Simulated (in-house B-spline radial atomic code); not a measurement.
The numbers below are computed, except where a source is named.
# Weak and strong correlation along the adiabatic connection

Two-electron singlets in several external potentials (atomic units), by full CI in B-splines with partial waves to l = 8 (correlation energies up to 0.6 % small). The repulsion is scaled by λ at fixed density; W(λ) is the mean repulsion less the Hartree energy, W(0) = E_x, and the area under W from 0 to 1 is E_xc.

One system gave this curve:

```json
{"λ": "0", "W (hartree)": "-4.4181"}
{"λ": "0.02", "W (hartree)": "-4.42"}
{"λ": "0.05", "W (hartree)": "-4.4229"}
{"λ": "0.12", "W (hartree)": "-4.4296"}
{"λ": "0.25", "W (hartree)": "-4.442"}
{"λ": "0.4", "W (hartree)": "-4.456"}
{"λ": "0.6", "W (hartree)": "-4.4744"}
{"λ": "0.8", "W (hartree)": "-4.4924"}
{"λ": "1", "W (hartree)": "-4.5101"}
{"λ": "1.4", "W (hartree)": "-4.5443"}
{"λ": "2", "W (hartree)": "-4.5932"}
{"λ": "3", "W (hartree)": "-4.6688"}
{"λ": "4.5", "W (hartree)": "-4.7698"}
{"λ": "7", "W (hartree)": "-4.9115"}
{"λ": "10", "W (hartree)": "-5.0482"}
```

**Question.** Which system is it?
A. ω²r²/2 − Z/r, ω = 4.12, Z = -0.5
B. −V exp(−r²/w²), V = 4.57, w = 2.64
C. −Z/r, Z = 1.1
D. −Z exp(−kr)/r, Z = 8.56, k = 3.71

**Answer.** D. The exchange energy sets the size: −Z exp(−kr)/r, Z = 8.56, k = 3.71: E_x = -4.42, E_c = -0.0468; ω²r²/2 − Z/r, ω = 4.12, Z = -0.5: E_x = -1.49, E_c = -0.0461; −V exp(−r²/w²), V = 4.57, w = 2.64: E_x = -0.726, E_c = -0.0403; −Z/r, Z = 1.1: E_x = -0.451, E_c = -0.0407 hartree.
